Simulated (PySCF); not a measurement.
Input of a run (PBE0-D3(BJ)/def2-SVP geometry optimisation, gas phase (PySCF 2.14.0)), started from GFN2-xTB:
```
{"job": {"xc": "PBE0", "basis": "def2-SVP", "d3": "d3bj", "grid": 1, "shake": 0.01, "kind": "geom"}, "charge": 0, "multiplicity": 1}
C     -1.374290     0.137550     0.337350
C     -0.339090    -0.065470    -0.712230
O     -0.619860    -0.191770    -1.892890
Si     1.526820    -0.138710    -0.113630
F      1.430380     0.058950     1.480440
H     -1.346590    -0.632250     1.067200
H     -2.375480     0.192000    -0.115420
H     -1.173920     1.102810     0.847790
H      2.058710    -1.455240    -0.302160
H      2.263750     0.971210    -0.617490
```

Output (energies in Eh, forces in Eh/bohr):
```
step   0  E = -543.13895703  max force = 0.035039
step   1  E = -543.14578268  max force = 0.009188
step   2  E = -543.14606935  max force = 0.004782
step   3  E = -543.14617732  max force = 0.003265
step   4  E = -543.14624408  max force = 0.000889
step   5  E = -543.14625163  max force = 0.000369
optimisation converged
```

Q: Summarise the run.

A: The energy falls by 19.2 kJ/mol over 6 energy and gradient evaluations, the largest force component goes from 0.0350 to 3.7e-04 Eh/bohr, and the atoms move by 0.116 Å rms after alignment. The bond that changes most is Si4–H10 (fluorine-bound silicon to Si–H hydrogen), which lengthens by 0.063 Å. Bonds longer at the end by more than 0.005 Å: 5 of 9; shorter: 3. Among the angles that change most is H9–Si4–H10, from 118.5° to 111.5°. The energy never rose by more than 1e-6 Eh on the way. The first step brought 94 % of the lowering.

Q: What are the final bond lengths?

A: C1–C2 1.500 Å, C2=O3 1.212 Å, C2–Si4 1.923 Å, Si4–F5 1.630 Å, C1–H6 1.103 Å, C1–H7 1.099 Å, C1–H8 1.103 Å, Si4–H9 1.488 Å, Si4–H10 1.487 Å. Numbering counts from 1 in the input's order; the species is `CC(=O)[SiH2]F`.

The run used 99 basis functions and 41 SCF cycles in all.

Not checked by PBE0-D3(BJ)/def2-SVP frequencies. One conformer, not necessarily the lowest.

The values belong to the conformer `[CH3:1][C:2](=[O:3])[SiH2:4][F:5]`: C1–C2–Si4–F5 -2°.
